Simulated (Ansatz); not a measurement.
Molecule: trans-1,3,3,3-tetrafluoropropene, C$_{3}$H$_{2}$F$_{4}$, net charge 0, singlet state. 
Geometry from a B3LYP-D3(BJ)/def2-TZVP (Ansatz, an electronic-structure program) optimisation:
```
C
C 1 1.3197
F 2 1.3360 1 121.33
H 2 1.0810 1 125.77 3 -180.00
H 1 1.0811 2 121.74 4 -180.00
C 1 1.4880 5 116.37 2 -180.00
F 6 1.3480 1 112.87 5 180.00
F 6 1.3505 7 107.24 1 122.95
F 6 1.3505 7 107.24 8 114.10
```

Parts of the frozen-core correlation energy in STO-3G (Ansatz, hartree). Frozen orbitals: 7; correlated occupied orbitals by spin: 21 and 21; virtual: 9 and 9. No spin-orbit coupling. No relativistic terms. The restricted reference is unstable.

```
term                            value
-------------------------  ----------
reference (HF)             -505.49471
MP2 opposite-spin                 [?]
MP2 same-spin                     [?]
CCSD correlation                  [?]
(T)                          -0.00741
T1 diagnostic                   0.009
largest doubles amplitude       0.176
```

Problem. Some entries are withheld; supply them.

Solution. 
- MP2 opposite-spin, value: -0.18660
- MP2 same-spin, value: -0.03746
- CCSD correlation, value: -0.27992
